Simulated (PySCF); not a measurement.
# CuCl₃ + H₂ → CuCl + 2 HCl

Level: PBE in the def2-SVP basis family, all electrons, no relativity, computed in PySCF with density fitting; open shells unrestricted.

| species | state and structure | E (Eh) | ZPE (kJ/mol) | H(298 K) − H(0) (kJ/mol) | S° (J/(mol K)) |
| --- | --- | --- | --- | --- | --- |
| CuCl₃ | triplet, D3h, Cu–Cl 2.146 Å (×3) | -3019.68515 | 8.1 | 18.6 | 346.2 |
| H₂ | singlet, D∞h, H–H 0.769 Å | -1.16060 | 25.6 | 8.7 | 130.9 |
| CuCl | singlet, C∞v, Cu–Cl 2.074 Å | -2099.91834 | 2.5 | 9.5 | 237.0 |
| HCl | singlet, C∞v, H–Cl 1.296 Å | -460.46126 | 17.4 | 8.7 | 186.9 |

Question: What is the electronic reaction energy?

Answer: At PBE/def2-SVP, ΔE = 12.8 kJ/mol from the differences of the total energies times 2625.5, uphill. Hydrogen reduction of halides, step by step, is used to deposit silicon and metals.

Question: Add zero-point, thermal and entropy terms for 298.15 K and 1 bar.

Answer: ΔZPE = 3.6 and Δ[H(298) − H(0)] = -0.4 kJ/mol give ΔH° = 16.0 kJ/mol. ΔS° = 133.7 J/(mol K), so ΔG° = 16.0 − 298.15 × (0.1337) = -24 kJ/mol and log₁₀K = 4.2.

Open d or f shells are single determinants, so the state found may not be the ground state. Each species is the lowest minimum found with this bonding; other isomers or fragments can lie lower.
